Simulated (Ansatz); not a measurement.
Total energies of Cu₃ from Ansatz at PBE0-D4/def2-TZVP, gas phase (1 Eh = 27.2114 eV = 2625.5 kJ/mol). The reference geometry is relaxed at r2SCAN-D4/def2-TZVP.

Cartesian coordinates in Å:
```
Cu -0.961 -0.828 -0.174
Cu 0.938 -0.307 0.989
Cu 0.023 1.134 -0.815
```

| state | geometry | energy (Eh) |
| --- | --- | --- |
| charge 0 doublet | reference | -4920.83624 |
| charge 1 singlet | reference | -4920.62623 |
| charge 0 quartet | relaxed at r2SCAN-D4/def2-TZVP | -4920.75507 |
| free Cu atom (doublet) | – | -1640.24417 |

(1) Work out the vertical ionisation energy to the singlet.

(2) Which of the charge 0 states is lowest, and how far above it are the others?

(3) What is the binding energy per atom against free atoms?

(1) E(charge 1 singlet) − E(charge 0 doublet) = -4920.62623 − (-4920.83624) = 0.21001 Eh = 5.71 eV. For comparison, −ε of the highest occupied level of the spin that leaves is 4.03 eV at this level, 1.68 eV less.

(2) The doublet. quartet: -4920.75507 − (-4920.83624) = 0.08117 Eh = 213.1 kJ/mol.

(3) Atoms: 3 × (-1640.24417) = -4920.73251 Eh. Binding: -4920.73251 − (-4920.83624) = 0.10373 Eh = 2.82 eV, or 0.94 eV for each of 3 atoms (no zero-point energy, no counterpoise term).

The structure comes from a short search, and lower isomers may exist.
